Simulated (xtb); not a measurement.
xtb input file for Au₂H₂S₂Si, SMILES [Au][S][SiH2][S][Au], multiplicity 1, GFN2-xTB. 

```
$ xtb mol.xyz --gfn 2 --sp --chrg 0 --uhf 0 --json
$ cat mol.xyz
7

Au    -0.00079425     0.24336098    -3.42093122
S     -0.00062368    -1.26337767    -1.69017942
Si     0.00832858     0.02064799    -0.00000000
S     -0.00062368    -1.26337767     1.69017942
Au    -0.00079425     0.24336098     3.42093122
H     -1.18626839     0.85291398    -0.00000000
H      1.21511835     0.83506522    -0.00000000
```

Log of the run:

```
[banner left out]
          |                Calculation Setup                |
           -------------------------------------------------



           -------------------------------------------------
          |                 G F N 2 - x T B                 |
           -------------------------------------------------

        Reference                      10.1021/acs.jctc.8b01176
      * Hamiltonian:
        H0-scaling (s, p, d)           1.850000    2.230000    2.230000
        zeta-weighting                 0.500000
      * Dispersion:
        s8                             2.700000
        a1                             0.520000
        a2                             5.000000
        s9                             5.000000
      * Repulsion:
        kExp                           1.500000    1.000000
        rExp                           1.000000
      * Coulomb:
        alpha                          2.000000
        third order                    shell-resolved
        anisotropic                    true
        a3                             3.000000
        a5                             4.000000
        cn-shift                       1.200000
        cn-exp                         4.000000
        max-rad                        5.000000


          ...................................................
          :                      SETUP                      :
          :.................................................:
          :  # basis functions                  52          :
          :  # atomic orbitals                  47          :
          :  # shells                           17          :
          :  # electrons                        40          :
          :  max. iterations                   250          :
          :  Hamiltonian                  GFN2-xTB          :
          :  restarted?                      false          :
          :  GBSA solvation                  false          :
          :  PC potential                    false          :
          :  electronic temp.          300.0000000     K    :
          :  accuracy                    1.0000000          :
          :  -> integral cutoff          0.2500000E+02      :
          :  -> integral neglect         0.1000000E-07      :
          :  -> SCF convergence          0.1000000E-05 Eh   :
          :  -> wf. convergence          0.1000000E-03 e    :
          :  Broyden damping             0.4000000          :
          :  net charge                          0          :
          :  unpaired electrons                  0          :
          ...................................................

 iter      E             dE          RMSdq      gap      omega  full diag
   1    -16.9420497 -0.169420E+02  0.113E+01    3.44       0.0  T
   2    -17.0522269 -0.110177E+00  0.478E+00    2.84       1.0  T
   3    -17.0810617 -0.288348E-01  0.419E+00    2.80       1.0  T
   4    -17.0941786 -0.131168E-01  0.108E+00    2.72       1.0  T
   5    -17.0956153 -0.143675E-02  0.105E+00    2.68       1.0  T
   6    -17.0953988  0.216539E-03  0.529E-01    2.71       1.0  T
   7    -17.0959591 -0.560360E-03  0.105E-01    2.69       1.0  T
   8    -17.0959628 -0.364556E-05  0.414E-02    2.70       1.0  T
   9    -17.0959630 -0.230629E-06  0.237E-02    2.70       1.6  T
  10    -17.0959631 -0.123117E-06  0.354E-03    2.70      10.7  T
  11    -17.0959631 -0.176692E-07  0.574E-04    2.70      65.8  T
  12    -17.0959631  0.135500E-10  0.497E-04    2.70      76.0  T

   *** convergence criteria satisfied after 12 iterations ***

         #    Occupation            Energy/Eh            Energy/eV
      -------------------------------------------------------------
         1        2.0000           -0.7410603             -20.1653
       ...           ...                  ...                  ...
        14        2.0000           -0.4241399             -11.5414
        15        2.0000           -0.4146361             -11.2828
        16        2.0000           -0.4060002             -11.0478
        17        2.0000           -0.4009652             -10.9108
        18        2.0000           -0.3949902             -10.7482
        19        2.0000           -0.3645329              -9.9194
        20        2.0000           -0.3615118              -9.8372 (HOMO)
        21                         -0.2623249              -7.1382 (LUMO)
        22                         -0.2557357              -6.9589
        23                         -0.1831954              -4.9850
        24                         -0.1828299              -4.9751
        25                         -0.1522856              -4.1439
       ...                                ...                  ...
        47                          0.7995085              21.7557
      -------------------------------------------------------------
                  HL-Gap            0.0991869 Eh            2.6990 eV
             Fermi-level           -0.3119183 Eh           -8.4877 eV

 SCC (total)                   0 d,  0 h,  0 min,  0.009 sec
 SCC setup                      ...        0 min,  0.000 sec (  0.991%)
 Dispersion                     ...        0 min,  0.000 sec (  0.263%)
 classical contributions        ...        0 min,  0.000 sec (  0.199%)
 integral evaluation            ...        0 min,  0.002 sec ( 19.096%)
 iterations                     ...        0 min,  0.004 sec ( 47.513%)
 molecular gradient             ...        0 min,  0.003 sec ( 30.698%)
 printout                       ...        0 min,  0.000 sec (  1.156%)

         :::::::::::::::::::::::::::::::::::::::::::::::::::::
         ::                     SUMMARY                     ::
         :::::::::::::::::::::::::::::::::::::::::::::::::::::
         :: total energy             -17.049641601734 Eh    ::
         :: gradient norm              0.000208548674 Eh/a0 ::
         :: HOMO-LUMO gap              2.699012273261 eV    ::
         ::.................................................::
         :: SCC energy               -17.095966003099 Eh    ::
         :: -> isotropic ES            0.050776446000 Eh    ::
         :: -> anisotropic ES          0.001011505552 Eh    ::
         :: -> anisotropic XC          0.002284415572 Eh    ::
         :: -> dispersion             -0.009159103373 Eh    ::
         :: repulsion energy           0.046324401365 Eh    ::
         :: add. restraining           0.000000000000 Eh    ::
         :: total charge              -0.000000000000 e     ::
         :::::::::::::::::::::::::::::::::::::::::::::::::::::

           -------------------------------------------------
          |                Property Printout                |
           -------------------------------------------------

    * Orbital Energies and Occupations

         #    Occupation            Energy/Eh            Energy/eV
      -------------------------------------------------------------
         1        2.0000           -0.7410603             -20.1653
       ...           ...                  ...                  ...
         8        2.0000           -0.4276561             -11.6371
         9        2.0000           -0.4255290             -11.5792
        10        2.0000           -0.4250636             -11.5666
        11        2.0000           -0.4242005             -11.5431
        12        2.0000           -0.4241883             -11.5428
        13        2.0000           -0.4241758             -11.5424
        14        2.0000           -0.4241399             -11.5414
        15        2.0000           -0.4146361             -11.2828
        16        2.0000           -0.4060002             -11.0478
        17        2.0000           -0.4009652             -10.9108
Note: The following floating-point exceptions are signalling: IEEE_DENORMAL
normal termination of xtb
        18        2.0000           -0.3949902             -10.7482
        19        2.0000           -0.3645329              -9.9194
        20        2.0000           -0.3615118              -9.8372 (HOMO)
        21                         -0.2623249              -7.1382 (LUMO)
        22                         -0.2557357              -6.9589
        23                         -0.1831954              -4.9850
        24                         -0.1828299              -4.9751
        25                         -0.1522856              -4.1439
        26                         -0.0954543              -2.5974
        27                         -0.0613699              -1.6700
        28                         -0.0489311              -1.3315
        29                         -0.0119799              -0.3260
        30                          0.0005646               0.0154
        31                          0.0011789               0.0321
       ...                                ...                  ...
        47                          0.7995085              21.7557
      -------------------------------------------------------------
                  HL-Gap            0.0991869 Eh            2.6990 eV
             Fermi-level           -0.3119183 Eh           -8.4877 eV

     #   Z          covCN         q      C6AA      α(0)
     1  79 Au       0.980     0.284   271.817    31.589
     2  16 S        1.840    -0.433   160.298    21.310
     3  14 Si       3.639     0.501    97.600    18.947
     4  16 S        1.840    -0.433   160.298    21.310
     5  79 Au       0.980     0.284   271.817    31.589
     6   1 H        0.920    -0.101     5.610     3.704
     7   1 H        0.920    -0.101     5.598     3.700

 Mol. C6AA /au·bohr⁶  :       5286.259759
 Mol. C8AA /au·bohr⁸  :     361930.297492
 Mol. α(0) /au        :        132.149730


Wiberg/Mayer (AO) data.
largest (>0.10) Wiberg bond orders for each atom

 ---------------------------------------------------------------------------
     #   Z sym  total        # sym  WBO       # sym  WBO       # sym  WBO
 ---------------------------------------------------------------------------
     1  79 Au   1.013 --     2 S    0.960
     2  16 S    2.125 --     3 Si   1.047     1 Au   0.960
     3  14 Si   3.939 --     2 S    1.047     4 S    1.047     7 H    0.868
                             6 H    0.868
     4  16 S    2.125 --     3 Si   1.047     5 Au   0.960
     5  79 Au   1.013 --     4 S    0.960
     6   1 H    0.990 --     3 Si   0.868
     7   1 H    0.990 --     3 Si   0.868
 ---------------------------------------------------------------------------

Topologies differ in total number of bonds
Writing topology from bond orders to xtbtopo.mol

molecular dipole:
                 x           y           z       tot (Debye)
 q only:        0.003       2.026      -0.000
   full:        0.005       2.740       0.000       6.964
molecular quadrupole (traceless):
                xx          xy          yy          xz          yz          zz
 q only:       -5.819      -0.004     -12.253       0.000       0.000      18.072
  q+dip:       -4.094      -0.026     -15.311       0.000      -0.000      19.405
   full:       -6.647      -0.019     -15.092       0.000      -0.000      21.739


           -------------------------------------------------
          | TOTAL ENERGY              -17.049641601734 Eh   |
          | GRADIENT NORM               0.000208548674 Eh/α |
          | HOMO-LUMO GAP               2.699012273261 eV   |
           -------------------------------------------------

------------------------------------------------------------------------
------------------------------------------------------------------------
 total:
 SCF:
```

The calculation finished and met its thresholds.

Cost: very roughly 0.04 core-seconds.
